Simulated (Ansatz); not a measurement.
Basis-set extrapolation for AlF₂H₂N (`[NH2][Al]([F])[F]`) (PBE0-D4/def2-TZVP geometry, frozen core, the Gaussian-basis code of Ansatz). Multiplicity 1, RHF reference.

```tsv
	def2-TZVPP	def2-QZVPP
HF	-496.741179	-496.761881
MP2 correlation	-0.790967	-0.862251
CCSD(T) correlation	-0.822774	not run
```

Energies in hartree. Use E(X) = E(∞) + A·exp(−7.88·√X) for Hartree–Fock and E(X) = E(∞) + B·X^(−2.97) for correlation, with X = 3 and 4, and add CCSD(T) minus MP2 of the smaller set to the MP2 limit.

Q: What is the CCSD(T) energy at the basis-set limit?

A: HF limit: -496.761881 + (-0.020702) × 0.13774 = -496.76473. MP2 limit: -0.862251 + (-0.071284) × 0.74074 = -0.91505. Higher-order term: -0.822774 − (-0.790967) = -0.03181. Total: -497.71159 hartree, 387.6 kJ/mol below CCSD(T)/def2-TZVPP.
